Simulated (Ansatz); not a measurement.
Energy difference R1 + R2 → P1 + P2, each structure at its B3LYP-D3(BJ)/def2-TZVP stationary point, reached from a drawn start (curvature not checked).
R1: H atom, charge 0, multiplicity 2.
P1: H2 (SMILES [H][H]), charge 0, multiplicity 1.
R2, H2O (SMILES O) (charge 0, multiplicity 1):
| atom | x (Å) | y (Å) | z (Å) |
|---|---|---|---|
| O | 0.0000 | 0.0000 | 0.3896 |
| H | 0.0000 | 0.7650 | -0.1949 |
| H | 0.0000 | -0.7650 | -0.1949 |
P2: OH (SMILES [OH]), charge 0, multiplicity 2.

P less R. No zero-point or thermal terms; singlets are restricted closed shells; open shells are unrestricted; no spin–orbit coupling.

Cores are frozen in the correlated methods.

The values were computed with Ansatz (a first-principles code) with Gaussian orbitals. All values are computed, each at the level named.

Total energies in hartree:

```json
[
 {"structure": "R1", "PBE/def2-TZVPPD": "-0.499616", "CCSD(T)/aug-cc-pVQZ": "-0.499948"},
 {"structure": "P1", "PBE/def2-TZVPPD": "-1.166125", "CCSD(T)/aug-cc-pVQZ": "-1.173865"},
 {"structure": "R2", "PBE/def2-TZVPPD": "-76.383563", "CCSD(T)/aug-cc-pVQZ": "-76.363535"},
 {"structure": "P2", "PBE/def2-TZVPPD": "-75.685571", "CCSD(T)/aug-cc-pVQZ": "-75.664462"}
]
```

**Question.** Work out the reaction energy at each level in kJ/mol (1 hartree = 2625.49964 kJ/mol), and say how far PBE/def2-TZVPPD lies from CCSD(T)/aug-cc-pVQZ.

**Answer.** 
- PBE/def2-TZVPPD: (-1.166125) + (-75.685571) − (-0.499616) − (-76.383563) = 0.031483 hartree = 82.7 kJ/mol
- CCSD(T)/aug-cc-pVQZ: (-1.173865) + (-75.664462) − (-0.499948) − (-76.363535) = 0.025156 hartree = 66.0 kJ/mol
PBE/def2-TZVPPD less CCSD(T)/aug-cc-pVQZ: 16.7 kJ/mol. CCSD(T)/aug-cc-pVQZ is the level counted from, the highest shown, and no exact or measured value.
